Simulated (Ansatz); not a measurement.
PBE exchange is replaced step by step with exact exchange (0 % is PBE, 25 % PBE0; no dispersion term), basis def2-TZVP, Ansatz. System: the cluster W2O2⁺ (the lowest doublet isomer of a short search). The state is a doublet with charge 1. Geometry: r2SCAN-D4/def2-TZVP.

Geometry of the doublet:

```tsv
atom	x (Å)	y (Å)	z (Å)
W1	-0.7346	0.6783	-0.6690
W2	0.6451	-0.5956	0.5875
O3	-0.4579	-1.3253	-0.7090
O4	0.5475	1.2426	0.7906
```

In the def2 sets W takes a core potential; there is no spin–orbit coupling. At PBE-D4/def2-TZVP, PBE with 5 % exact exchange/def2-TZVP, PBE with 10 % exact exchange/def2-TZVP, PBE with 15 % exact exchange/def2-TZVP and others the charge 1 doublet is spin-contaminated (final ⟨S²⟩ up to 2.40, 0.75 for a pure state). The geometry of the doublet was relaxed on an unsound state (⟨S²⟩ 1.99, where a pure state has 0.75). The structure comes from a short search, and lower isomers may exist.

HOMO and LUMO are taken over both spins.

| exact exchange (%) | HOMO (eV) | LUMO (eV) | gap (eV) | ⟨S²⟩ |
| --- | --- | --- | --- | --- |
| 0 | -10.23 | -9.13 | 1.09 | 1.489 |
| 5 | -10.47 | -8.90 | 1.57 | 1.617 |
| 15 | -10.97 | -8.44 | 2.53 | 1.847 |
| 25 | -11.49 | -8.00 | 3.49 | 2.039 |
| 35 | -12.03 | -7.58 | 4.44 | 2.200 |
| 50 | -12.85 | -6.98 | 5.87 | 2.398 |

**Question.** Estimate the row for 10 %.

**Answer.** 
```json
{"exact exchange (%)": "10", "HOMO (eV)": "-10.72", "LUMO (eV)": "-8.67", "gap (eV)": "2.05", "⟨S²⟩": "1.737"}
```
